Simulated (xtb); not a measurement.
xtb job for sulfur tetrafluoride cation (F4S), SMILES S(F)(F)(F)F (connectivity only; charge and spin as stated), charge +1, multiplicity 2, GFN2-xTB. 

```
$ xtb mol.xyz --gfn 2 --sp --chrg 1 --uhf 1 --json
$ cat mol.xyz
5

F      0.00000000    -1.65365123     0.48950542
S     -0.00000000    -0.00000000     0.27669820
F     -1.23065186    -0.00000001    -0.73545938
F     -0.00000001     1.65365124     0.48950542
F      1.23065187     0.00000001    -0.73545938
```

Program output:

```
[banner left out]
          |                Calculation Setup                |
           -------------------------------------------------



           -------------------------------------------------
          |                 G F N 2 - x T B                 |
           -------------------------------------------------

        Reference                      10.1021/acs.jctc.8b01176
      * Hamiltonian:
        H0-scaling (s, p, d)           1.850000    2.230000    2.230000
        zeta-weighting                 0.500000
      * Dispersion:
        s8                             2.700000
        a1                             0.520000
        a2                             5.000000
        s9                             5.000000
      * Repulsion:
        kExp                           1.500000    1.000000
        rExp                           1.000000
      * Coulomb:
        alpha                          2.000000
        third order                    shell-resolved
        anisotropic                    true
        a3                             3.000000
        a5                             4.000000
        cn-shift                       1.200000
        cn-exp                         4.000000
        max-rad                        5.000000


          ...................................................
          :                      SETUP                      :
          :.................................................:
          :  # basis functions                  26          :
          :  # atomic orbitals                  25          :
          :  # shells                           11          :
          :  # electrons                        33          :
          :  max. iterations                   250          :
          :  Hamiltonian                  GFN2-xTB          :
          :  restarted?                      false          :
          :  GBSA solvation                  false          :
          :  PC potential                    false          :
          :  electronic temp.          300.0000000     K    :
          :  accuracy                    1.0000000          :
          :  -> integral cutoff          0.2500000E+02      :
          :  -> integral neglect         0.1000000E-07      :
          :  -> SCF convergence          0.1000000E-05 Eh   :
          :  -> wf. convergence          0.1000000E-03 e    :
          :  Broyden damping             0.4000000          :
          :  net charge                          1          :
          :  unpaired electrons                  1          :
          ...................................................

 iter      E             dE          RMSdq      gap      omega  full diag
   1    -21.6340160 -0.216340E+02  0.101E+01    6.39       0.0  T
   2    -21.6461404 -0.121243E-01  0.565E+00    6.12       1.0  T
   3    -21.6581810 -0.120407E-01  0.184E+00    6.46       1.0  T
   4    -21.6620843 -0.390326E-02  0.883E-01    6.79       1.0  T
   5    -21.6632690 -0.118474E-02  0.242E-01    7.07       1.0  T
   6    -21.6633188 -0.497427E-04  0.697E-02    7.11       1.0  T
   7    -21.6633249 -0.614386E-05  0.154E-02    7.13       2.9  T
   8    -21.6633250 -0.619105E-07  0.570E-03    7.13       7.8  T
   9    -21.6633250 -0.871875E-08  0.731E-04    7.13      61.2  T
  10    -21.6633250 -0.694165E-10  0.312E-04    7.13     143.4  T

   *** convergence criteria satisfied after 10 iterations ***

         #    Occupation            Energy/Eh            Energy/eV
      -------------------------------------------------------------
         1        2.0000           -1.1779316             -32.0532
       ...           ...                  ...                  ...
        11        2.0000           -0.8208973             -22.3378
        12        2.0000           -0.8140853             -22.1524
        13        2.0000           -0.8090228             -22.0146
        14        2.0000           -0.8069679             -21.9587
        15        2.0000           -0.8049162             -21.9029
        16        2.0000           -0.8045588             -21.8932
        17        1.0000           -0.7359031             -20.0249 (HOMO)
        18                         -0.4738114             -12.8931 (LUMO)
        19                         -0.3588325              -9.7643
        20                         -0.2693683              -7.3299
        21                         -0.2573960              -7.0041
        22                         -0.2303084              -6.2670
       ...                                ...                  ...
        25                          0.5625086              15.3066
      -------------------------------------------------------------
                  HL-Gap            0.2620917 Eh            7.1319 eV
             Fermi-level           -0.6875441 Eh          -18.7090 eV

 SCC (total)                   0 d,  0 h,  0 min,  0.002 sec
 SCC setup                      ...        0 min,  0.000 sec (  2.131%)
 Dispersion                     ...        0 min,  0.000 sec (  0.804%)
 classical contributions        ...        0 min,  0.000 sec (  0.393%)
 integral evaluation            ...        0 min,  0.000 sec ( 14.789%)
 iterations                     ...        0 min,  0.001 sec ( 55.879%)
 molecular gradient             ...        0 min,  0.001 sec ( 22.697%)
 printout                       ...        0 min,  0.000 sec (  2.965%)

         :::::::::::::::::::::::::::::::::::::::::::::::::::::
         ::                     SUMMARY                     ::
         :::::::::::::::::::::::::::::::::::::::::::::::::::::
         :: total energy             -21.649778307336 Eh    ::
         :: gradient norm              0.000121369808 Eh/a0 ::
         :: HOMO-LUMO gap              7.131878506191 eV    ::
         ::.................................................::
         :: SCC energy               -21.663324850784 Eh    ::
         :: -> isotropic ES            0.101076472915 Eh    ::
         :: -> anisotropic ES          0.016574682185 Eh    ::
         :: -> anisotropic XC         -0.005923620234 Eh    ::
         :: -> dispersion             -0.002159394405 Eh    ::
         :: repulsion energy           0.013546543448 Eh    ::
         :: add. restraining           0.000000000000 Eh    ::
         :: total charge               1.000000000000 e     ::
         :::::::::::::::::::::::::::::::::::::::::::::::::::::

           -------------------------------------------------
          |                Property Printout                |
           -------------------------------------------------

    * Orbital Energies and Occupations

         #    Occupation            Energy/Eh            Energy/eV
      -------------------------------------------------------------
         1        2.0000           -1.1779316             -32.0532
       ...           ...                  ...                  ...
         5        2.0000           -1.0122485             -27.5447
         6        2.0000           -0.8521843             -23.1891
         7        2.0000           -0.8521490             -23.1882
         8        2.0000           -0.8438756             -22.9630
         9        2.0000           -0.8258455             -22.4724
        10        2.0000           -0.8229224             -22.3929
        11        2.0000           -0.8208973             -22.3378
        12        2.0000           -0.8140853             -22.1524
        13        2.0000           -0.8090228             -22.0146
        14        2.0000           -0.8069679             -21.9587
        15        2.0000           -0.8049162             -21.9029
        16        2.0000           -0.8045588             -21.8932
Note: The following floating-point exceptions are signalling: IEEE_DENORMAL
normal termination of xtb
        17        1.0000           -0.7359031             -20.0249 (HOMO)
        18                         -0.4738114             -12.8931 (LUMO)
        19                         -0.3588325              -9.7643
        20                         -0.2693683              -7.3299
        21                         -0.2573960              -7.0041
        22                         -0.2303084              -6.2670
        23                         -0.1651769              -4.4947
        24                          0.4002070              10.8902
        25                          0.5625086              15.3066
      -------------------------------------------------------------
                  HL-Gap            0.2620917 Eh            7.1319 eV
             Fermi-level           -0.6875441 Eh          -18.7090 eV

     #   Z          covCN         q      C6AA      α(0)
     1   9 F        0.786    -0.313    12.465     4.170
     2  16 S        3.147     2.238    77.577    14.824
     3   9 F        0.788    -0.307    12.396     4.159
     4   9 F        0.786    -0.313    12.465     4.170
     5   9 F        0.788    -0.307    12.396     4.159

 Mol. C6AA /au·bohr⁶  :        510.745686
 Mol. C8AA /au·bohr⁸  :      13987.030172
 Mol. α(0) /au        :         31.482912


Wiberg/Mayer (AO) data.
largest (>0.10) Wiberg bond orders for each atom

 ---------------------------------------------------------------------------
     #   Z sym  total        # sym  WBO       # sym  WBO       # sym  WBO
 ---------------------------------------------------------------------------
     1   9 F    1.024 --     2 S    0.748     4 F    0.113
     2  16 S    3.279 --     3 F    0.892     5 F    0.892     1 F    0.748
                             4 F    0.748
     3   9 F    1.102 --     2 S    0.892
     4   9 F    1.024 --     2 S    0.748     1 F    0.113
     5   9 F    1.102 --     2 S    0.892
 ---------------------------------------------------------------------------

Topologies differ in total number of bonds
Writing topology from bond orders to xtbtopo.mol

molecular dipole:
                 x           y           z       tot (Debye)
 q only:       -0.000       0.000       1.444
   full:       -0.000       0.000       1.455       3.697
molecular quadrupole (traceless):
                xx          xy          yy          xz          yz          zz
 q only:        0.290      -0.000      -3.893       0.000       0.000       3.603
  q+dip:        0.342      -0.000      -4.528       0.000       0.000       4.187
   full:        0.380      -0.000      -4.498       0.000       0.000       4.118


           -------------------------------------------------
          | TOTAL ENERGY              -21.649778307336 Eh   |
          | GRADIENT NORM               0.000121369808 Eh/α |
          | HOMO-LUMO GAP               7.131878506191 eV   |
           -------------------------------------------------

------------------------------------------------------------------------
------------------------------------------------------------------------
 total:
 SCF:
```

The calculation finished and met its thresholds.

Cost: roughly 0.020 core-seconds.
